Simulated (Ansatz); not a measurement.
Reaction (formal exchange of groups at a Ge–Cl bond): `[CH3][GeH]([Cl])[C]#N` + CH₄ → `[CH3][GeH]([CH3])[C]#N` + HCl

Calculated with Ansatz (gas phase, PBE0-D4/def2-TZVP geometries, no zero-point term in ΔE). CBS: MP2 limit from def2 TZ/QZ plus the TZ coupled-cluster correction, frozen cores. This one scheme is used for every species. For Ge outer-core shells are correlated without core-valence functions, which leaves a few kJ/mol of doubt a bond. Scalar relativity is left out up to krypton.

`[CH3][GeH]([Cl])[C]#N`:

Cartesian coordinates in Å:
```
C -0.377 -0.159 -1.269
Ge 0.413 -0.383 0.478
Cl -0.680 -1.860 1.583
C 0.223 1.260 1.469
N 0.113 2.263 2.023
H 0.146 0.630 -1.811
H -1.427 0.112 -1.159
H -0.302 -1.094 -1.826
H 1.893 -0.768 0.511
```

CH₄:

Z-matrix (Å, degrees):
```
C
H 1 1.090
H 1 1.090 2 109.5
H 1 1.090 2 109.5 3 -120.0
H 1 1.090 2 109.5 3 120.0
```

`[CH3][GeH]([CH3])[C]#N`:

```xyz
12

C     1.331    0.696    0.875
Ge    0.224   -0.490   -0.197
C    -1.658   -0.437    0.287
C     0.348    0.134   -2.029
N     0.413    0.528   -3.110
H     2.362    0.673    0.523
H     1.308    0.381    1.919
H     0.958    1.718    0.806
H     0.773   -1.924   -0.223
H    -2.033    0.585    0.218
H    -1.787   -0.791    1.311
H    -2.239   -1.072   -0.381
```

HCl:

```xyz
2

Cl    0.015    0.555    0.317
H    -0.015   -0.555   -0.317
```

```
                 species  MP2/CBS(def2) energy (Eh)
 `[CH3][GeH]([Cl])[C]#N`                -2669.06827
                     CH₄                  -40.43551
`[CH3][GeH]([CH3])[C]#N`                -2249.11975
                     HCl                 -460.35267
```

(1) Work out ΔE.

Largest T1 diagnostic among the species: 0.011.

## Answers

(1) ΔE = (-2249.11975) + (-460.35267) − (-2669.06827) − (-40.43551) = 0.03136 Eh = +82.3 kJ/mol. CCSD(T)/CBS gives +79.4 kJ/mol.

At CCSD(T), def2-SVP lies +6.4 kJ/mol from the extrapolated value and def2-TZVPP −1.5 kJ/mol. In def2-TZVPP, CCSD(T) changes the Hartree–Fock value by −18.0 kJ/mol (the triples alone add −0.4 kJ/mol) and MP2 by −15.1 kJ/mol.
